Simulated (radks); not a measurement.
Valence configurations of neutral chlorine (all share [Ne]). Calculated with a radial shooting solver on a logarithmic mesh with Libxc functionals: non-relativistic Kohn-Sham, TPSS, spin-polarised, spherical densities, point nucleus; open shells are filled with parallel spins first; meta-GGA in the generalised Kohn-Sham scheme. Energies are relative to 3s2 3p5; eigenvalues in eV for spin up.

| valence | E (eV) | moment (Bohr magnetons) | e(3p) | e(3s) |
|---|---|---|---|---|
| 3s2 3p5 | 0.000 | 1 | -9.153 | -21.418 |
| 3s1.5 3p5.5 | 6.066 | 1 | -9.473 | -21.826 |
| 3s1 3p6 | 12.117 | 1 | -9.794 | -22.233 |

NIST lists [Ne] 3s2 3p5 as the ground configuration; this level of theory agrees among the configurations tried. The energies are those of spherical high-spin densities, not of single terms.
